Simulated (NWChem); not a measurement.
Correlation energy of BO

```
B
O 1 1.2034
```
Charge 0, spin multiplicity 2.

All runs are NWChem calculations. All single points use one geometry, from UB3LYP/def2-SVP, a minimum by its harmonic frequencies.

Basis set: def2-TZVP. Each correlation energy counts from its own Hartree-Fock reference.

The correlated methods keep 2 core orbitals frozen. The structure started from a generated list of species. The unpaired electrons of the parent sit in orbitals of symmetry a1 (C2v labels of the run); other states weren't searched. The stability of the SCF solutions was not checked. Open-shell Hartree-Fock references start from PBE0 orbitals. Coupled-cluster values serve here as a point of comparison, not as the truth.

**Question.** For the correlation energy, CCSD(T) on ROHF gives -315.9 mHa and CCSD[T] on UHF gives -313.6 mHa. What do CCSD on ROHF, CCSD on UHF, CCSD[T] on ROHF give?

**Answer.** CCSD on ROHF: -301.1 mHa; CCSD on UHF: -297.8 mHa; CCSD[T] on ROHF: -317.7 mHa.
